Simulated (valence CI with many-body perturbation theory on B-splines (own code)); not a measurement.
E1 line list for Hg LXVIII

Calculated by configuration interaction combined with many-body perturbation theory (CI+MBPT): three valence electrons over a frozen Dirac-Fock core [Ne], radial functions for each j: 11 s, 11 p, 9 d, 7 f, 5 g, 2 h, 1 i, with the one-electron correlation potential Σ1, the two-electron term Σ2, the three-electron term Σ3, Breit, model QED; selected CI, second order for the rest (own B-spline code, finite nucleus).

No measured spectrum was set against this ion. As an estimate, large intervals hold to a few tenths of a per cent, small ones and those within an open d or f shell to about a per cent.

Lines 151 to 200 of 270 in falling wavelength, among levels below 140.33 Ry, chosen from the strongest by gf and those to the six lowest levels. Wavelengths and rates use the calculated energies. Electric multipoles are in the length gauge, E1 and E2 with the static RPA response of the core. Weak lines are less certain than strong ones. Lines between different terms over intervals too small for the method are left out, as are lines whose strength nearly cancels. The highest levels of a list are the least certain.

Levels are named by their leading jj configuration (3d3/2^4 stands for four electrons in 3d with j = 3/2), which in mixed levels can hold well under half, so a name can repeat and another be missing. Letters in brackets count levels of one name in rising energy.

```
λ vac (nm)                          Upper                       Lower   A (s⁻¹)  log gf  Branch %
     1.659             (3s 3p3/2^2) J=3/2          (3s^2 3p3/2) J=3/2  8.04e+12    0.12      99.9
     1.658     (3s 3d3/2 3d5/2) J=5/2 [a]      (3s 3p1/2 3d5/2) J=3/2  2.47e+11   -1.22       6.1
     1.656  (3p1/2 3p3/2 3d3/2) J=1/2 [a]  (3s 3p1/2 3d3/2) J=3/2 [a]  2.11e+12   -0.76      51.4
     1.655          (3p1/2 3p3/2^2) J=5/2  (3s 3p1/2 3p3/2) J=3/2 [a]  2.35e+11   -1.24       9.9
     1.654  (3p1/2 3p3/2 3d5/2) J=7/2 [b]  (3s 3p1/2 3d5/2) J=5/2 [a]  5.17e+11   -0.77      27.5
     1.648  (3p1/2 3p3/2 3d5/2) J=5/2 [b]  (3s 3p1/2 3d5/2) J=5/2 [a]  1.62e+12   -0.40      45.1
     1.648     (3s 3d3/2 3d5/2) J=7/2 [a]  (3s 3p1/2 3d5/2) J=5/2 [b]  3.90e+11   -0.90       7.7
     1.647             (3s 3d3/2^2) J=3/2      (3s 3p1/2 3d3/2) J=1/2  3.95e+12   -0.19      48.2
     1.643  (3p1/2 3p3/2 3d3/2) J=5/2 [b]      (3s 3p1/2 3d3/2) J=5/2  8.88e+11   -0.67      15.7
     1.641          (3p1/2 3p3/2^2) J=3/2  (3s 3p1/2 3p3/2) J=3/2 [a]  2.46e+12   -0.40      40.7
     1.640          (3p1/2^2 3d5/2) J=5/2          (3s^2 3p3/2) J=3/2  4.51e+08   -3.96       0.1
     1.632             (3s 3d3/2^2) J=5/2  (3s 3p1/2 3d3/2) J=3/2 [c]  5.95e+12    0.15      61.6
     1.628     (3s 3p3/2 3d3/2) J=3/2 [a]      (3s 3p1/2 3p3/2) J=5/2  4.06e+11   -1.19       9.0
     1.624     (3s 3d3/2 3d5/2) J=7/2 [a]      (3s 3p1/2 3d5/2) J=7/2  3.09e+12   -0.01      61.1
     1.624     (3s 3d3/2 3d5/2) J=5/2 [a]      (3s 3p1/2 3d5/2) J=7/2  6.43e+11   -0.82      16.0
     1.621  (3p1/2 3p3/2 3d3/2) J=3/2 [b]  (3s 3p1/2 3d3/2) J=3/2 [b]  1.25e+12   -0.71      19.4
     1.618  (3p1/2 3p3/2 3d3/2) J=5/2 [b]  (3s 3p1/2 3d3/2) J=3/2 [b]  1.80e+12   -0.37      31.7
     1.616     (3s 3p3/2 3d3/2) J=3/2 [b]      (3s 3p1/2 3p3/2) J=1/2  2.52e+12   -0.40      29.0
     1.615     (3s 3p3/2 3d3/2) J=5/2 [a]      (3s 3p1/2 3p3/2) J=5/2  4.00e+12   -0.03      66.0
     1.614  (3p1/2 3p3/2 3d5/2) J=3/2 [b]  (3s 3p1/2 3d5/2) J=5/2 [a]  7.36e+11   -0.94      20.9
     1.611         (3s 3p3/2 3d3/2) J=7/2      (3s 3p1/2 3p3/2) J=5/2  3.09e+12   -0.02      98.6
     1.609  (3p1/2 3p3/2 3d3/2) J=1/2 [b]  (3s 3p1/2 3d3/2) J=3/2 [b]  1.85e+12   -0.84      36.1
     1.603     (3s 3d3/2 3d5/2) J=5/2 [b]      (3s 3p1/2 3d5/2) J=3/2  1.93e+12   -0.35      31.7
     1.602          (3p1/2 3p3/2^2) J=1/2  (3s 3p1/2 3p3/2) J=3/2 [a]  9.24e+11   -1.15      19.6
     1.595         (3s 3p1/2 3d3/2) J=1/2          (3s 3p1/2^2) J=1/2  4.37e+12   -0.48      99.1
     1.593     (3s 3d3/2 3d5/2) J=5/2 [b]  (3s 3p1/2 3d5/2) J=5/2 [b]  2.98e+12   -0.17      48.9
     1.593     (3s 3d3/2 3d5/2) J=7/2 [b]  (3s 3p1/2 3d5/2) J=5/2 [b]  3.29e+12    0.00      79.4
     1.591     (3s 3p3/2 3d3/2) J=3/2 [b]  (3s 3p1/2 3p3/2) J=3/2 [b]  3.90e+12   -0.23      44.9
     1.591  (3p1/2 3p3/2 3d3/2) J=3/2 [b]  (3s 3p1/2 3d3/2) J=3/2 [a]  4.29e+12   -0.19      66.7
     1.590     (3s 3d3/2 3d5/2) J=3/2 [b]      (3s 3p1/2 3d5/2) J=3/2  3.59e+12   -0.26      60.0
     1.590     (3s 3d3/2 3d5/2) J=7/2 [a]  (3s 3p1/2 3d5/2) J=5/2 [a]  1.17e+12   -0.45      23.2
     1.589     (3s 3d3/2 3d5/2) J=5/2 [a]  (3s 3p1/2 3d5/2) J=5/2 [a]  2.50e+12   -0.25      62.3
     1.588  (3p1/2 3p3/2 3d3/2) J=5/2 [b]  (3s 3p1/2 3d3/2) J=3/2 [a]  3.06e+11   -1.16       5.4
     1.588             (3s 3d3/2^2) J=1/2  (3s 3p1/2 3d3/2) J=3/2 [c]  5.44e+12   -0.39      56.1
     1.587         (3s 3d3/2 3d5/2) J=9/2      (3s 3p1/2 3d5/2) J=7/2  4.51e+12    0.23      90.6
     1.586     (3s 3p3/2 3d3/2) J=3/2 [a]  (3s 3p1/2 3p3/2) J=3/2 [a]  3.93e+12   -0.23      87.0
     1.581     (3s 3p3/2 3d3/2) J=1/2 [a]  (3s 3p1/2 3p3/2) J=3/2 [a]  2.33e+12   -0.76      69.5
     1.580     (3s 3d3/2 3d5/2) J=3/2 [b]  (3s 3p1/2 3d5/2) J=5/2 [b]  1.59e+12   -0.62      26.6
     1.580  (3p1/2 3p3/2 3d3/2) J=1/2 [b]  (3s 3p1/2 3d3/2) J=3/2 [a]  1.55e+12   -0.94      30.2
     1.577     (3s 3p1/2 3d3/2) J=3/2 [c]          (3s 3p1/2^2) J=1/2  6.83e+12    0.01      99.5
     1.575     (3s 3d3/2 3d5/2) J=3/2 [a]  (3s 3p1/2 3d5/2) J=5/2 [a]  3.05e+12   -0.34      78.5
     1.575     (3s 3p3/2 3d3/2) J=1/2 [b]      (3s 3p1/2 3p3/2) J=1/2  4.56e+12   -0.47      41.1
     1.573     (3s 3p3/2 3d3/2) J=5/2 [a]  (3s 3p1/2 3p3/2) J=3/2 [a]  1.21e+12   -0.57      20.0
     1.573             (3s^2 3d3/2) J=3/2          (3s^2 3p1/2) J=1/2  7.27e+12    0.03     100.0
     1.571     (3s 3d3/2 3d5/2) J=5/2 [b]      (3s 3p1/2 3d5/2) J=7/2  3.25e+11   -1.14       5.3
     1.571     (3s 3d3/2 3d5/2) J=7/2 [b]      (3s 3p1/2 3d5/2) J=7/2  1.68e+11   -1.30       4.0
     1.570             (3s 3d3/2^2) J=1/2      (3s 3p1/2 3d3/2) J=1/2  4.21e+12   -0.51      43.4
     1.569         (3s 3d3/2 3d5/2) J=1/2      (3s 3p1/2 3d5/2) J=3/2  6.06e+12   -0.35      88.4
     1.565     (3s 3p3/2 3d3/2) J=5/2 [b]  (3s 3p1/2 3p3/2) J=3/2 [b]  1.24e+12   -0.56      12.3
     1.561             (3s 3d3/2^2) J=3/2  (3s 3p1/2 3d3/2) J=3/2 [b]  3.49e+12   -0.29      42.6
```

**Question.** How does gf follow from A for the line at 1.658 nm?

**Answer.** gf = 1.4992 × (2J+1)_upper × A / σ², with σ = 6031947 cm⁻¹ and 2J+1 = 6: gf = 0.0609.
